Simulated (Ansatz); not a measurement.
Geometry optimisation, Ansatz, RHF/6-31G*.

Input file:

```yaml
crystal:
  periodic: [false, false, false]
  atoms:
    - { symbol: Si, position_ang: [0.0, 0.0, 0.0] }
    - { symbol: H, position_ang: [0.0, 0.0, 1.81] }
    - { symbol: O, position_ang: [1.5842, 0.0, -0.5594] }
    - { symbol: H, position_ang: [1.9006, -0.9521, -0.6761] }
    - { symbol: O, position_ang: [-0.7913, 1.3709, -0.5594] }
    - { symbol: H, position_ang: [-1.7491, 1.1401, -0.7818] }
    - { symbol: O, position_ang: [-0.7913, -1.3709, -0.5594] }
    - { symbol: H, position_ang: [-1.2459, -1.8365, 0.2129] }
    - { symbol: O, position_ang: [1.0384, 1.566, 0.6243] }
    - { symbol: H, position_ang: [1.8153, 1.2522, 1.1883] }
    - { symbol: H, position_ang: [0.5308, 0.8005, 1.7351] }
basis:
  gaussian: { orbitals: "6-31G*" }
hamiltonian:
  xc: hf
relax:
  f_tol: 0.15
  max_steps: 25
  restrain:
    - { distance: [0, 8], at: 1.68, k: 30.0 }
    - { distance: [10, 1], at: 0.66, k: 30.0 }
    - { distance: [0, 1], at: 2.66, k: 30.0 }
    - { distance: [10, 8], at: 2.21, k: 30.0 }
```

Launched with:

```bash
$ ansatz run input.yaml --threads 1 --pin off --max-ram 2048MiB --backend cpu --events-out ev --progress --plain --runs-dir out
```

Question: Where does it end, and by what steps?

Answer: The forces met the threshold. The restraints hold the end off the free minimum. After 22 steps the energy has fallen by 7.112 eV (the restraints' own energy left out); H11 moved furthest, 1.22 Å. Joined: H2–H11 (0.96 → 0.70 Å).

| step | energy less start (eV) | largest force component (eV/Å) | accepted |
| --- | --- | --- | --- |
| 0 | 0.0000 | 7.854 | yes |
| 1 | -1.0558 | 5.431 | yes |
| 2 | -2.2548 | 4.123 | yes |
| 3 | -4.1941 | 2.321 | yes |
| 4 | -5.3493 | 1.564 | yes |
| 5 | -6.0259 | 1.323 | yes |
| 6 | -6.4904 | 1.074 | yes |
| 7 | -6.7911 | 1.136 | yes |
| 8 | -6.8935 | 1.062 | yes |
| 9 | -6.9151 | 1.148 | yes |
| 10 | -6.9198 | 0.958 | no |
| 11 | -6.9270 | 1.029 | yes |
| 12 | -6.9402 | 0.984 | yes |
| 13 | -6.9698 | 0.934 | yes |
| 14 | -6.9996 | 0.868 | yes |
| 15 | -7.0365 | 0.828 | yes |
| 16 | -7.0706 | 0.907 | yes |
| 17 | -7.0960 | 1.099 | yes |
| 18 | -7.1177 | 0.792 | no |
| 19 | -7.1139 | 0.753 | yes |
| 20 | -7.1100 | 1.235 | yes |
| 21 | -7.0982 | 1.231 | no |
| 22 | -7.1121 | 1.284 | yes |

```xyz
11
Properties=species:S:1:pos:R:3
Si 0.377 0.197 -0.151
H -1.073 0.392 2.086
O 1.257 0.099 -1.524
H 1.563 -0.767 -1.758
O -0.909 1.156 -0.416
H -1.332 1.068 -1.259
O -0.023 -1.345 0.198
H -0.463 -1.535 1.016
O 1.276 0.866 1.067
H 2.100 1.240 0.782
H -0.482 0.600 2.394
```

Time of the run: 27 s on 1 thread of Intel(R) Xeon(R) 6975P-C (Granite Rapids), with other jobs on the host, peak memory 0.19 GiB.
